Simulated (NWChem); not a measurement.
Everything below was run with NWChem. System: H2GeO, charge 0, spin multiplicity 1, at a geometry optimised with PBE0/def2-SVP. The structure started from a generated list of species. Level: PBE/def2-QZVP.

The NWChem input:

```
start mol
memory heap 200 mb stack 900 mb global 1100 mb
geometry units angstroms nocenter noautoz
  Ge     0.243104     0.308776     0.000000
  H      1.466764    -0.754150     0.000000
  O     -1.060820    -0.912330     0.000000
  H     -0.759540    -1.828036     0.000000
  symmetry group Cs
end
basis spherical
  * library def2-qzvp
end
dft
  xc xpbe96 cpbe96
  semidirect memsize 60000000 filesize 0
  iterations 100
end
task dft energy
```

NWChem printed:

```
             Northwest Computational Chemistry Package (NWChem) 7.3.0
             --------------------------------------------------------

                                NWChem Input Module
                                -------------------

 Scaling coordinates for geometry "geometry" by  1.889725989
 (inverse scale =  0.529177249)

 Turning off AUTOSYM since
 SYMMETRY directive was detected!

                             Geometry "geometry" -> ""
                             -------------------------

 Output coordinates in angstroms (scale by  1.889725989 to convert to a.u.)

  No.       Tag          Charge          X              Y              Z
 ---- ---------------- ---------- -------------- -------------- --------------
    1 Ge                  32.0000     0.24310400     0.30877600     0.00000000
    2 H                    1.0000     1.46676400    -0.75415000     0.00000000
    3 O                    8.0000    -1.06082000    -0.91233000     0.00000000
    4 H                    1.0000    -0.75954000    -1.82803600     0.00000000

 Effective nuclear repulsion energy (a.u.)      99.7314835142

            Nuclear Dipole moment (a.u.)
            ----------------------------
        X                 Y               Z
 ---------------- ---------------- ----------------
    -0.0000151178     0.0000113384     0.0000000000

      Symmetry information
      --------------------

 Group name             Cs
 Group number              2
 Group order               2
 No. of unique centers     4

      Symmetry unique atoms

     1    2    3    4


 Summary of "ao basis" -> "" (spherical)
 ------------------------------------------------------------------------------
       Tag                 Description            Shells   Functions and Types
 ---------------- ------------------------------  ------  ---------------------
 *                         def2-qzvp                  on all atoms

  pbe96 is a nonlocal functional; adding pw91lda local functional.

                                 NWChem DFT Module
                                 -----------------

 Summary of "ao basis" -> "ao basis" (spherical)
[...]
 Vector   21  Occ=2.000000D+00  E=-2.167293D-01  Symmetry=a'
              MO Center=  4.7D-01,  2.5D-01,  4.3D-16, r^2= 2.6D+00
   Bfn.  Coefficient  Atom+Function         Bfn.  Coefficient  Atom+Function
  ----- ------------  ---------------      ----- ------------  ---------------
    10      0.305090  1 Ge s                 28      0.299952  1 Ge py
    11      0.251396  1 Ge s                 78     -0.227212  2 H  s
    79     -0.189747  2 H  s                  9      0.182568  1 Ge s
    25      0.180361  1 Ge py                77     -0.157933  2 H  s
     7     -0.149572  1 Ge s                  8     -0.143142  1 Ge s

 Vector   22  Occ=0.000000D+00  E=-1.153712D-01  Symmetry=a"
              MO Center=  2.5D-01,  2.5D-01,  3.5D-12, r^2= 2.9D+00
   Bfn.  Coefficient  Atom+Function         Bfn.  Coefficient  Atom+Function
  ----- ------------  ---------------      ----- ------------  ---------------
    29      0.499184  1 Ge pz                32      0.407278  1 Ge pz
    26      0.271186  1 Ge pz                20     -0.191975  1 Ge pz
   124     -0.154795  3 O  pz               115     -0.138923  3 O  pz
   118     -0.133845  3 O  pz               121     -0.111190  3 O  pz
    14      0.079324  1 Ge pz                23     -0.079145  1 Ge pz

 Vector   23  Occ=0.000000D+00  E=-3.325679D-02  Symmetry=a'
              MO Center= -6.5D-02, -5.0D-01, -2.9D-12, r^2= 5.3D+00
   Bfn.  Coefficient  Atom+Function         Bfn.  Coefficient  Atom+Function
  ----- ------------  ---------------      ----- ------------  ---------------
   166      0.660927  4 H  s                 30     -0.589779  1 Ge px
    79      0.516221  2 H  s                 11     -0.307214  1 Ge s
   112     -0.280565  3 O  s                 24     -0.174995  1 Ge px
    27     -0.174989  1 Ge px               110     -0.134074  3 O  s
    48     -0.128305  1 Ge d -2              10     -0.122941  1 Ge s

 Vector   24  Occ=0.000000D+00  E= 2.166656D-02  Symmetry=a'
              MO Center=  8.6D-01,  2.2D-01, -7.7D-15, r^2= 5.9D+00
   Bfn.  Coefficient  Atom+Function         Bfn.  Coefficient  Atom+Function
  ----- ------------  ---------------      ----- ------------  ---------------
    79      1.667783  2 H  s                 31      1.205853  1 Ge py
    11     -1.072882  1 Ge s                166      0.747982  4 H  s
    10     -0.548679  1 Ge s                123      0.323514  3 O  py
    28      0.221349  1 Ge py               112      0.220380  3 O  s
    78     -0.170886  2 H  s                  7      0.160167  1 Ge s

 center of mass
 --------------
 x =   0.03526820 y =   0.11573374 z =   0.00000000

 moments of inertia (a.u.)
 ------------------
          85.553578465846         -75.736992424820           0.000000000000
         -75.736992424820          89.583983332018           0.000000000000
           0.000000000000           0.000000000000         175.137561797864

     Multipole analysis of the density
     ---------------------------------

     L   x y z        total         alpha         beta         nuclear
     -   - - -        -----         -----         ----         -------
     0   0 0 0     -0.000000    -21.000000    -21.000000     42.000000

     1   1 0 0      0.323279      0.161647      0.161647     -0.000015
     1   0 1 0     -0.275081     -0.137546     -0.137546      0.000011
     1   0 0 1     -0.000000     -0.000000     -0.000000      0.000000

     2   2 0 0    -20.403456    -34.524597    -34.524597     48.645738
     2   1 1 0      0.659638    -18.287781    -18.287781     37.235200
     2   1 0 1      0.000000      0.000000      0.000000      0.000000
     2   0 2 0    -16.600071    -32.619323    -32.619323     48.638574
     2   0 1 1      0.000000      0.000000      0.000000      0.000000
     2   0 0 2    -16.565684     -8.282842     -8.282842      0.000000

 Task  times  cpu:       85.0s     wall:       85.0s

 Total times  cpu:       85.0s     wall:       85.0s
```
